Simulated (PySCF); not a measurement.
VO3, SMILES [O]=[V](=[O])=[O] (connectivity only; charge and spin as stated), neutral, multiplicity 2.

Geometry: B3LYP-D3(BJ)/def2-SVP. The spin state was assumed, not searched.

Level of theory: PySCF with PBE/def2-TZVPD.

Gas-phase values at a fixed geometry.

Q: Estimate the frontier levels, dipole moment and polarisability. (An estimate is asked for; the answer gives what the named calculation found.)

A: 
```json
{
  "α spin, highest occupied and lowest empty level": "-8.04 and -4.96 eV",
  "β spin, highest occupied and lowest empty level": "-7.79 and -7.01 eV",
  "dipole_moment": "3.57 D",
  "quadrupole, principal values (traceless, Buckingham form, about the centre of nuclear charge)": "-4.79, -4.01, 8.81 D·Å",
  "mean_static_polarisability": "45.9 bohr³ (6.80 Å³)",
  "polarisability_principal_values": "25.8, 51.7, 60.2 bohr³",
  "⟨S²⟩": "0.764 (pure state 0.75)"
}
```
